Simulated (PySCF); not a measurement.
C5H4F3NO.
Atom-mapped SMILES: `[CH2:1]=[C:2]([CH2:3][C:4]#[N:5])[O:6][C:7]([F:8])([F:9])[F:10]` (hydrogens: H11, H12 on C1; H13, H14 on C3)

Theory: PySCF 2.14.0, density-fitted response routines, TDDFT PBE0/def2-SVPD, vertical, gas phase, core orbitals frozen in the response. Geometry: GFN2-xTB, one conformer, isolated molecule. Torsions of this conformer, `[CH2:1]=[C:2]([CH2:3][C:4]#[N:5])[O:6][C:7]([F:8])([F:9])[F:10]`: C1–C2–C3–C4 82°, C1–C2–O6–C7 -3°, C2–O6–C7–F8 -179°.

Broadening: Gaussians 0.4 eV wide at half height, area fixed by f = 4.319×10⁻⁹ ∫ε dν̃. The width is an assumption, not a result. The curve ends short of the highest state used, and states not computed would add to its high-energy end.

(E (eV), ε (L mol⁻¹ cm⁻¹)): (6.27, 19), (6.31, 43), (6.35, 92), (6.39, 184), (6.43, 348), (6.47, 624), (6.51, 1058), (6.56, 1893), (6.60, 2834), (6.64, 4014), (6.68, 5378), (6.72, 6817), (6.76, 8175), (6.80, 9276), (6.84, 9959), (6.88, 10121), (6.92, 9740), (6.96, 8887), (7.00, 7707), (7.04, 6385), (7.08, 5109), (7.12, 4031), (7.16, 3249), (7.21, 2737), (7.25, 2673), (7.29, 2850), (7.33, 3190), (7.37, 3611), (7.41, 4040), (7.45, 4422)

Q: Where are the band maxima, and which computed states make them?

A: 180 nm (6.87 eV), ε about 10000, made up of S1 (100%) (ε in L mol⁻¹ cm⁻¹; maxima over ε = 5, shares over 10%). At its high-energy end, 7.45 eV, the curve is still rising (ε about 4400, from S2, S3 and S4). The states used: S1 6.87 eV (f 0.150); S2 7.42 eV (f 0.039); S3 7.60 eV (f 0.027); S4 7.71 eV (f 0.022); S5 7.85 eV (f 0.018); S6 8.05 eV (f 0.019).

Q: On this curve, what absorbance would a 10⁻³ mol/L sample give at 193 nm over a 1 cm path?

A: 193 nm is 6.424 eV, where ε is about 320 L mol⁻¹ cm⁻¹, so A = ε c l ≈ 0.32 (Beer–Lambert, with the gas-phase spectrum and the assumed width).

Q: Coming from long wavelengths, where does ε first pass 100 L mol⁻¹ cm⁻¹?

A: At about 195 nm (6.36 eV), 0.52 eV below S1.

Q: What would ε be at 6.87 eV, the highest of these maxima, with half the width (0.2 eV)?

A: About 20200 L mol⁻¹ cm⁻¹ against 10100, a factor of about 2.00; a lone state at its own centre would give exactly 2.
